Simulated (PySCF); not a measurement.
# Si: excitation energy

Si [Ne] 3s2 3p2 (3P) → Si [Ne] 3s1 3p2 4s1 (5P), as a difference of total energies. Computed with PySCF 2.14 in aug-cc-pwCVTZ, with the non-relativistic Hamiltonian (point nucleus). Correlated levels: nothing frozen. The calculations carry no spin-orbit coupling.

```json
{"method": "UHF", "excitation energy (eV)": "8.594"}
{"method": "MP2 (all electrons)", "excitation energy (eV)": "9.888"}
{"method": "SCS-MP2 (all electrons)", "excitation energy (eV)": "10.213"}
{"method": "CCSD (all electrons)", "excitation energy (eV)": "10.072"}
{"method": "CCSD(T) (all electrons)", "excitation energy (eV)": "10.157"}
```

Q: How much does correlation contribute at CCSD(T) (all electrons)?

A: 10.157 − (8.594) = 1.563 eV, measured against UHF.

The upper state lies above the first ionisation limit, but in LS coupling its spin forbids autoionisation to the ground ion. A Rydberg-like electron needs more diffuse functions than a valence basis has.

The promoted electron is Rydberg-like, and one or two diffuse shells describe it only roughly, which tends to raise the upper state.
